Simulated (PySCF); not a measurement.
A PySCF script (with the pyscf-properties extension) for the NMR shieldings of `[SiH3]N(CC=C)C1=CC1`, C₆H₁₁NSi, on a GFN2-xTB geometry:

```python
import basis_set_exchange as bse
import numpy as np
from pyscf import gto, dft
from pyscf.prop import nmr

atoms = """
C    -2.486719   -1.204260   -0.283169
C    -1.900192   -0.022889   -0.298687
C    -1.101207    0.535197    0.839456
N     0.303152    0.665899    0.475641
Si    0.909184    2.078342   -0.334186
C     1.012020   -0.479911    0.539601
C     1.141759   -1.742198    0.841357
C     2.366727   -1.051967    0.297598
H    -2.452148   -1.839201    0.586683
H    -3.028457   -1.585581   -1.132085
H    -1.930886    0.600371   -1.182743
H    -1.179101   -0.121901    1.710940
H    -1.473132    1.528851    1.106054
H     0.499044    2.139929   -1.744488
H     0.314299    3.201518    0.393470
H     2.358972    2.013905   -0.220440
H     0.754590   -2.666540    1.185297
H     3.187076   -0.795540    0.964075
H     2.695215   -1.244772   -0.721507
"""
names = dict.fromkeys(["C", "N", "Si", "H"], "pcSseg-1")
basis = {el: gto.basis.parse(bse.get_basis(n, elements=[el], fmt="nwchem")) for el, n in names.items()}
mol = gto.M(atom=atoms, basis=basis, charge=0, verbose=0)
mf = dft.RKS(mol, xc="PBE0")
mf.grids.level = 2
mf.grids.alignment = dft.numint.BLKSIZE   # the property module wants whole blocks of grid points
mf.conv_tol = 1e-9
mf.kernel()

calc = nmr.RKS(mf)   # GIAO
C = mf.mo_coeff
Co = C[:, mf.mo_occ > 0]
resp = mf.gen_response(singlet=True, hermi=2)
def vind(x):   # induced exchange potential for any number of trial vectors
    d = np.einsum("pi,xij,qj->xpq", C, 2 * x.reshape(-1, C.shape[1], Co.shape[1]), Co, optimize=True)
    return np.einsum("xpq,pi,qj->xij", resp(d - d.transpose(0, 2, 1)), C, Co, optimize=True).ravel()
mo1, _ = nmr.rhf.solve_mo1(calc, with_cphf=vind)
sigma = calc.kernel(mo1)
for i, s in enumerate(sigma):   # ppm
    print("%2d %-2s %9.2f" % (i, mol.atom_pure_symbol(i), np.trace(s) / 3))
```

Q: What are the results?

A: 
```
 0 C      61.59
 1 C      45.91
 2 C     128.81
 3 N     192.61
 4 Si    397.50
 5 C      56.05
 6 C     116.20
 7 C     174.12
 8 H      26.29
 9 H      26.22
10 H      25.57
11 H      28.07
12 H      27.77
13 H      26.67
14 H      26.95
15 H      26.67
16 H      26.58
17 H      30.26
18 H      30.25
```

These numbers come from an equivalent density-fitted implementation of the same equations, which agrees with the script to about 0.01 ppm for H and up to a few tenths of a ppm for heavy atoms, so last digits may differ.

Q: Turn these shieldings into chemical shifts. Chemical shifts δ = σref − σ; 13C (σref 186.93), 29Si (σref 349.16), 1H (σref 31.72) vs TMS; 15N (σref 267.73) against NH3, all at this level.

A: Averaging equivalent atoms: C 1: 141.0; C 5: 130.9; C 0: 125.3; C 6: 70.7; C 2: 58.1; C 7: 12.8; N 3: 75.1; Si 4: -48.3; H 10: 6.14; H 9: 5.50; H 8: 5.43; H 16: 5.14; H 13/14/15: 4.95; H 11/12: 3.80; H 17/18: 1.46 ppm. Experimental scales use liquid or dissolved standards, which lie at an offset from isolated NH3 (liquid NH3: subtract about 20 ppm).

Size and cost of the density-fitted run: 198 basis functions, 45 s wall time on 1 thread of an Arm Neoverse V1, shared host; peak memory 0.91 GiB.
